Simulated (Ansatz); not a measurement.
Basis sets compared for BiH2(iPr) (C₃H₉Bi). Total charge 0; singlet. Geometry PBE0-D4/def2-SVP. Ansatz on 2 threads of Arm Neoverse V1 on a shared host; times are rough, and most runs start from earlier orbitals.

Cartesian coordinates in Å:
```
Bi 1.082 0.830 1.694
C 0.057 -0.243 -0.073
C 0.348 0.508 -1.360
C -1.428 -0.382 0.210
H 0.928 -0.613 2.758
H 2.717 0.286 1.174
H 0.529 -1.236 -0.102
H 1.426 0.568 -1.574
H -0.047 1.538 -1.333
H -0.130 0.006 -2.221
H -1.938 -0.899 -0.623
H -1.626 -0.962 1.125
H -1.919 0.600 0.323
```

In the def2 sets Bi takes a core potential; there is no spin–orbit coupling. Another isomer (singlet) lies 0.39 eV lower at PBE0-D4/def2-TZVP; other spin states weren't run for this one.

Binding counts from free atoms (Bi quartet, C triplet, H doublet) in the same basis, without a counterpoise term.

| level | functions | energy (Eh) | HOMO (eV) | LUMO (eV) | binding per atom (eV) | wall time |
| --- | --- | --- | --- | --- | --- | --- |
| PBE-D4/def2-SVP | 113 | -334.1058 | -5.71 | -0.84 | 3.63 | 1.9 s |
| PBE0-D4/def2-SVP | 113 | -334.1081 | -6.71 | -0.09 | 3.58 | 2.3 s |

(1) Estimate the rows for PBE-D4/def2-TZVP (with forces), PBE0-D4/def2-TZVP.

Results:

(1) 
```tsv
level	functions	energy (Eh)	HOMO (eV)	LUMO (eV)	binding per atom (eV)	wall time
PBE-D4/def2-TZVP (with forces)	197	-334.2475	-5.78	-1.07	3.61	4 s
PBE0-D4/def2-TZVP	197	-334.2442	-6.75	-0.33	3.56	4.4 s
```
